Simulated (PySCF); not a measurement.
Structure problem from calculated spectra and properties.

Formula: CH13O2PSi4.

* 13C NMR: chemical shifts (computed TMS as zero) by class: -5.1 (1 C) ppm [GIAO PBE0/pcSseg-1]
* 1H NMR: chemical shifts (computed TMS as zero) by class: 5.31 (1 H), 5.25 (3 H), 5.21 (3 H), 4.25 (1 H), 0.89 (2 H), 0.40 (3 H) ppm [GIAO PBE0/pcSseg-1]
* NMR, other nuclei: isotropic shieldings of nuclei other than C and H, by class: 278 (1 O), 285 (1 O), 373 (1 Si), 392 (1 Si), 394 (1 Si), 414 (1 Si), 623 (1 P) ppm [GIAO PBE0/pcSseg-1]
* Dipole: 1.88 D [PBE0/pcSseg-1]
* Rotational structure: rotational constants A, B, C: 1.039, 0.486, 0.394 GHz [GFN2-xTB]

Gas-phase values; electronic properties from PySCF, density fitting. Levels stand in brackets. Geometry: GFN2-xTB, one conformer, isolated molecule. NMR values are class means; diastereotopic atoms form classes of their own.

Question: What is the compound? Reason from the data.

Answer: Numbering: `[CH3:1][Si@H:2]([PH2:3])[SiH:4]([O:5][SiH3:6])[O:7][SiH3:8]`. The one carbon: Si-methyl carbon [C1] (-5.1 ppm). Hydrogen classes from least to most shielded: 1 H on an oxygen-bound silicon, Si4 (5.31 ppm), 3 H on an oxygen-bound silicon, Si8 (5.25 ppm), 3 H on an oxygen-bound silicon, Si6 (5.21 ppm), 1 H on an SiH silicon, Si2 (4.25 ppm), 2 H on a three-coordinate phosphorus, P3 (0.89 ppm), 3 H on an Si-methyl carbon, C1 (0.40 ppm). The other shieldings belong to: 278 ppm, siloxane oxygen [O7]; 285 ppm, siloxane oxygen [O5]; 373 ppm, oxygen-bound silicon [Si4]; 392 ppm, oxygen-bound silicon [Si6]; 394 ppm, oxygen-bound silicon [Si8]; 414 ppm, SiH silicon [Si2]; 623 ppm, three-coordinate phosphorus [P3]. The optimised geometry has point group C1 and is an asymmetric top. Structure: `[SiH](O[SiH3])(O[SiH3])[Si@@H](P)C`. The assignments are read from this structure; whether some other isomer fits the data as well wasn't checked. The mirror image fits equally.

Conformer computed: `[CH3:1][Si@H:2]([PH2:3])[SiH:4]([O:5][SiH3:6])[O:7][SiH3:8]`: C1–Si2–Si4–O5 11°, Si2–Si4–O5–Si6 -94°, Si2–Si4–O7–Si8 88°, H–P3–Si2–C1 -79°, H–P3–Si2–C1 -172°.
